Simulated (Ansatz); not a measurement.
Harmonic frequencies (cm⁻¹) at PBE0-D4/def2-TZVP from Ansatz: 48, 128, 154, 178, 495, 548, 550, 609, 617, 779, 788, 1227, 1446, 1448, 1973, 3078, 3181, 3183.

Problem. Which molecule is it?
A. `C[O][SnH][F]`•
B. `[CH3][Sn]([OH])[F]`•
C. `[F][Ga][O][SiH3]`•
D. `[CH3][SnH]([O])[F]`•

Solution. D.
